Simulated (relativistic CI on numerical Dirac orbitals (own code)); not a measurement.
## Transition arrays of Rb XVII

Calculated at this level of theory: Dirac-Coulomb-Breit CI, KLI orbitals optimised for each configuration, a model potential for QED, valence Slater integrals scaled by 0.9, whole transition arrays (own radial code, finite nucleus).

Configurations in the expansion (outside the closed core [Ne] 3s2): 3p6 3d3, 3p6 3d2 4f, 3p5 3d4, 3p6 3d2 4p, 3p6 3d2 5f. Levels of other configurations are missing.

All E1 lines from the levels of 3p6 3d3; mean and standard deviation are weighted by gf, and upper levels are sorted by their leading configuration.

```csv
Upper configuration,Lines,Σgf,Mean (eV),Mean (nm),σ (eV),Strongest line (nm)
3p6 3d2 4f,721,259.3,343.89,3.605,3.80,3.580
3p5 3d4,1718,195.5,137.38,9.025,9.83,8.778
3p6 3d2 4p,466,14.9,262.94,4.715,3.73,4.710
3p6 3d2 5f,721,90.1,435.18,2.849,4.14,2.835
```

Σgf per state of the lower configuration in bins of 0.2 nm over the central range (centre: value): 2.9: 0.74, 3.5: 1.19, 3.7: 0.97, 4.7: 0.11, 4.9: 0.01, 8.1: 0.05, 8.3: 0.11, 8.5: 0.25, 8.7: 0.29, 8.9: 0.21, 9.1: 0.19, 9.3: 0.08, 9.5: 0.12, 9.7: 0.07, 9.9: 0.05, 10.1: 0.07.

How do configuration mixing and the scaling of the Slater integrals move the arrays?

Slater scale 0.9, no configuration mixing: 3p6 3d2 4f 343.7 ± 3.7 eV (Σgf 243.9), 3p5 3d4 137.5 ± 9.8 eV (Σgf 206.6), 3p6 3d2 4p 263.0 ± 3.6 eV (Σgf 16.7), 3p6 3d2 5f 435.0 ± 4.1 eV (Σgf 71.4); Slater scale 1: 3p6 3d2 4f 344.3 ± 4.2 eV (Σgf 262.2), 3p5 3d4 139.6 ± 10.7 eV (Σgf 197.1), 3p6 3d2 4p 263.0 ± 4.1 eV (Σgf 14.7), 3p6 3d2 5f 435.3 ± 4.6 eV (Σgf 91.3); Slater scale 0.8: 3p6 3d2 4f 343.5 ± 3.4 eV (Σgf 256.4), 3p5 3d4 135.2 ± 9.0 eV (Σgf 193.7), 3p6 3d2 4p 262.9 ± 3.3 eV (Σgf 15.1), 3p6 3d2 5f 435.0 ± 3.7 eV (Σgf 88.9). With mixing, levels are counted to their leading configuration, so an array can shrink or vanish into another, and the sums then hold other lines.
